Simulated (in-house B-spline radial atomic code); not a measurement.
# Plasmons and hot-electron lifetimes in Ca from the free-electron model

The electrons form a uniform gas at zero temperature with Lindhard's dielectric function (RPA). An added electron of energy E, from the band bottom, collides once per mean free path λ, with 1/λ = (1/πE) ∫dω ∫dq/q Im(−1/ε(q, ω)), in atomic (or effective) units, with ω up to E − E_F and q between √(2E) ∓ √(2(E − ω)); electron-hole pairs and the plasmon pole are integrated apart. No exchange between the two electrons.

Ca: 2 valence electrons per atom, density 1.54 g/cm³, mass 40.08 u, so r_s = 3.27 bohr. Core levels, phonons and band structure are left out.

Question: Find E_F, the plasma energy, the screening length and the long-wave dispersion of the plasmon.

Answer: k_F = 1.91916/3.27 = 0.5869, E_F = k_F²/2 = 4.69 eV. ω_p = √(3/r_s³) = 0.2929 hartree = 7.97 eV. The Thomas-Fermi length is √(π/4k_F) = 1.157 bohr = 0.0612 nm. For small q, ω = ω_p + α q² with α = (3/5) E_F/ω_p = 0.3528; at q = 0.2059 this gives 8.38 eV, and the zero of ε lies at 8.40 eV. The plasmon meets the pair continuum ω = q k_F + q²/2 at q_c = 0.51468 = 0.88 k_F, 11.8 eV.

| E − E_F (eV) | λ (nm) | share of plasmon losses | lifetime (fs) | stopping (eV/nm) |
| --- | --- | --- | --- | --- |
| 0.234 | 349 | 0.00 | 265 | 0.000447 |
| 0.469 | 93.3 | 0.00 | 69.3 | 0.00333 |
| 0.937 | 26.5 | 0.00 | 18.9 | 0.0233 |
| 1.64 | 10.3 | 0.00 | 6.93 | 0.104 |
| 2.34 | 5.94 | 0.00 | 3.78 | 0.257 |
| 3.51 | 3.32 | 0.00 | 1.96 | 0.684 |
| 4.69 | 2.24 | 0.00 | 1.23 | 1.35 |
| 6.09 | 1.58 | 0.00 | 0.811 | 2.5 |
| 7.5 | 1.22 | 0.00 | 0.591 | 3.97 |
| 9.37 | 0.947 | 0.00 | 0.426 | 6.38 |
| 11.7 | 0.529 | 0.27 | 0.22 | 16 |
| 15 | 0.333 | 0.41 | 0.126 | 29.2 |

Question: Quinn and Ferrell's limit is τ = 263 r_s^(−5/2) (E − E_F)⁻² fs·eV². How far does it hold?

Answer: The prefactor is 13.6 fs·eV². At 0.234 eV it gives 248 fs against 265, a ratio of 1.07; at 2.34 eV 2.48 against 3.78, a ratio of 1.52. The inverse square comes from the phase space of two final states near E_F; the formula is the limit of high density and small excess energy.

Question: From what energy can an electron emit a plasmon?

Answer: It needs ω ≤ q v − q²/2 and a final state above E_F. On the computed dispersion this first holds at E − E_F = 11.4 eV, above ω_p = 8.0 eV, since a slow electron can only couple to plasmons of large q, which cost more.
